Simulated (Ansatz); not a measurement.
Al₆P₆H₁₈, a cluster cut from wurtzite AlP (hydrogen-capped), relaxed as a singlet with RKS PBE-D4/def2-SVP in Ansatz, starting from the GFN2-xTB geometry. Force threshold 0.03 eV/Å.

Start:

```csv
atom,x (Å),y (Å),z (Å)
P1,-2.300,0.545,1.528
Al2,-0.495,2.184,1.551
Al3,0.919,-1.333,2.713
P4,1.429,0.853,1.773
P5,-0.589,2.623,-0.845
Al6,2.945,1.140,-0.111
Al7,-2.214,-1.557,0.293
P8,-0.034,-2.330,0.707
P9,-2.022,-0.504,-1.896
Al10,-0.160,0.931,-2.548
Al11,1.246,-2.579,-1.347
P12,1.713,-0.218,-1.710
H13,-2.283,0.092,2.837
H14,-3.568,1.102,1.612
H15,-0.822,3.421,2.397
H16,-0.270,-1.126,3.725
H17,2.210,-2.070,3.141
H18,2.076,1.503,2.823
H19,-1.555,3.550,-1.214
H20,0.478,3.488,-1.024
H21,2.807,2.637,-0.579
H22,4.335,0.537,0.193
H23,-3.492,-2.391,0.452
H24,-0.301,-3.642,1.094
H25,-3.237,-0.135,-2.455
H26,-1.837,-1.596,-2.727
H27,-0.299,1.478,-3.975
H28,2.553,-3.369,-1.105
H29,0.229,-3.014,-2.469
H30,2.536,-0.220,-2.835
```

Task: Estimate the energy that the relaxation releases and the steps that it takes.

Result: 12.1 kcal/mol, in 9 steps; 67 s on 2 threads of AMD EPYC 7R13 on a shared host and a share (18 GiB) of an NVIDIA H100 80GB HBM3. The force fell under the threshold at step 5, but the optimiser went on and released 0.005 eV more. No frequencies were taken in this run, so the end may be a saddle point.

Task: Does the start keep its bonding?

Result: By distances, no bond broke or formed. The bond that changes most is Al2–H15, from 1.53 to 1.60 Å (atoms count from 1).

Task: Predict the relaxed structure.

Result: 
```xyz
30

P    -2.285    0.523    1.565
Al   -0.457    2.131    1.533
Al    0.938   -1.348    2.738
P     1.493    0.825    1.794
P    -0.551    2.631   -0.847
Al    2.982    1.137   -0.105
Al   -2.146   -1.552    0.299
P     0.029   -2.367    0.724
P    -2.003   -0.536   -1.909
Al   -0.129    0.899   -2.505
Al    1.270   -2.596   -1.357
P     1.778   -0.242   -1.707
H    -2.550    0.187    2.926
H    -3.512    1.191    1.252
H    -0.769    3.413    2.431
H    -0.314   -1.107    3.731
H     2.258   -2.116    3.220
H     2.115    1.542    2.869
H    -1.788    3.288   -1.148
H     0.347    3.711   -1.102
H     2.790    2.668   -0.587
H     4.431    0.527    0.199
H    -3.457   -2.446    0.466
H    -0.296   -3.711    1.108
H    -3.233    0.135   -2.204
H    -2.079   -1.583   -2.877
H    -0.248    1.454   -3.997
H     2.611   -3.442   -1.130
H     0.190   -3.004   -2.488
H     2.584   -0.214   -2.894
```
Bond lengths (bridged metal pairs left out): 15 × Al–P 2.36 to 2.43 Å; 9 × H–P 1.43 Å; 9 × Al–H 1.60 to 1.62 Å.
